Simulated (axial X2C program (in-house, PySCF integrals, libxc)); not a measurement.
## Working with the constants of CoBr⁺

A bond curve at the CCSD(T) level, two-component, was computed with an in-house relativistic program for diatomic molecules (basis Br dyall-cv3z [8s9p6d4f1g], Co dyall-cv3z [9s10p6d3f2g] (cores contracted in-house)) for the state Ω = 7/2 (⟨Sz⟩ = 1.50, ⟨Lz⟩ = 2.00 at HF). Its fit gives Re = 2.1691 Å, ωe = 359.0 cm⁻¹, ωexe = 0.911 cm⁻¹ and αe = 3.767e-04 cm⁻¹; the masses are 78.9183 and 58.9332 u. Two-component means X2C with spin–orbit coupling and atomic mean-field Coulomb and Gaunt terms.

Correlated methods: 15 electrons correlated (number of frozen shells: Br 3 s, 2 p, 1 d; Co 3 s, 2 p), 265 virtual spin orbitals or spinors in MP2, 90 natural virtuals in coupled cluster.

(1) Find the reduced mass, Be and the force constant.

(2) Estimate the centrifugal constant by the Kratzer relation.

(3) A Morse curve ties αe to the other constants (Pekeris). How well does that hold?

(4) Where do the fundamental and the first overtone lie?

The state is one determinant whose occupation by symmetry is held fixed; it was picked as the lowest of a PBE0 search that is not exhaustive. Coupled cluster ran in a truncated set of natural virtual spinors; the MP2 energy of the rest was added. (T) has no such correction and the atoms are truncated less, which lowers De at CCSD(T) by a hundredth of an eV or more. Other states lie close and PBE0, whose exact exchange favours high spin, may order them wrongly; the determinant shown need not be the ground state. The nearest other 2c determinant of the search, Ω = 9/2, lies 0.05 eV up at the distance of the search. With several unpaired electrons one determinant need not be a pure state.

Results:

(1) From the CCSD(T) values: μ = 33.7385 u. Be = 16.8576/(μ Re²) = 0.1062 cm⁻¹. k = 5.8918×10⁻⁷ μ ωe² = 2.56 mdyn/Å.

(2) D = 4Be³/ωe² = 3.72e-08 cm⁻¹.

(3) αe(Morse) = 6Be²/ωe × (√(ωexe/Be) − 1) = 3.636e-04 cm⁻¹; the CCSD(T) curve gives 3.767e-04 cm⁻¹, a ratio of 0.97.

(4) ν(1←0) = ωe − 2ωexe = 357.2 cm⁻¹; ν(2←0) = 2ωe − 6ωexe = 712.5 cm⁻¹.
